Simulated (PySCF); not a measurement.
# Deuteron quadrupole couplings in `C=Cc1ccccc1`

C₈H₈.
SMILES with atom numbers: `[CH2:1]=[CH:2][c:3]1[cH:4][cH:5][cH:6][cH:7][cH:8]1` (hydrogens: H9, H10 on C1; H11 on C2; H12 on C4; H13 on C5; H14 on C6; H15 on C7; H16 on C8)

Structure used (PBE0-D3(BJ)/def2-SVP), in Å, numbered top down from 1:
```
atom  x, y, z in Å
C1    -2.749   -0.786    0.292
C2    -1.885    0.235    0.276
C3    -0.432    0.171    0.075
C4     0.260   -1.034   -0.130
C5     1.637   -1.044   -0.316
C6     2.360    0.151   -0.301
C7     1.690    1.355   -0.100
C8     0.309    1.363    0.086
H9    -3.816   -0.612    0.451
H10   -2.438   -1.824    0.148
H11   -2.279    1.247    0.427
H12   -0.287   -1.979   -0.145
H13    2.155   -1.993   -0.473
H14    3.443    0.141   -0.447
H15    2.244    2.297   -0.087
H16   -0.212    2.311    0.244
```

Level: PBE0/pcSseg-1 (PySCF, non-relativistic); Q(2H) = 0.00286 b; rigid geometry, the same for H and D, with no vibrational averaging.

**Question.** What are Vzz, η and χzz (234.96 MHz × Q × Vzz) at all hydrogens?

**Answer.** 
```json
{"atom": "H9", "bonded to": "C1", "bond length (Å)": "1.092", "Vzz (au)": "0.3085", "η": "0.06", "χzz (kHz)": "207"}
{"atom": "H10", "bonded to": "C1", "bond length (Å)": "1.093", "Vzz (au)": "0.3068", "η": "0.06", "χzz (kHz)": "206"}
{"atom": "H11", "bonded to": "C2", "bond length (Å)": "1.096", "Vzz (au)": "0.2963", "η": "0.08", "χzz (kHz)": "199"}
{"atom": "H12", "bonded to": "C4", "bond length (Å)": "1.092", "Vzz (au)": "0.3048", "η": "0.08", "χzz (kHz)": "205"}
{"atom": "H13", "bonded to": "C5", "bond length (Å)": "1.093", "Vzz (au)": "0.3036", "η": "0.07", "χzz (kHz)": "204"}
{"atom": "H14", "bonded to": "C6", "bond length (Å)": "1.092", "Vzz (au)": "0.3046", "η": "0.07", "χzz (kHz)": "205"}
{"atom": "H15", "bonded to": "C7", "bond length (Å)": "1.093", "Vzz (au)": "0.3040", "η": "0.07", "χzz (kHz)": "204"}
{"atom": "H16", "bonded to": "C8", "bond length (Å)": "1.094", "Vzz (au)": "0.3018", "η": "0.08", "χzz (kHz)": "203"}
```

**Question.** Give the 2H NMR doublet splittings at H14 for a magnetic field along the z, y and x axes of the gradient: 3χ/2, 3χ(1 + η)/4, 3χ(1 − η)/4.

**Answer.** With |χ| = 204.7 kHz and η = 0.066: 307, 164 and 143 kHz, to first order and without motion.

One conformer (not necessarily the lowest) at the PBE0-D3(BJ)/def2-SVP geometry, without solvent, vibrations or thermal averaging. With a basis this small, the couplings can be 20 % off.
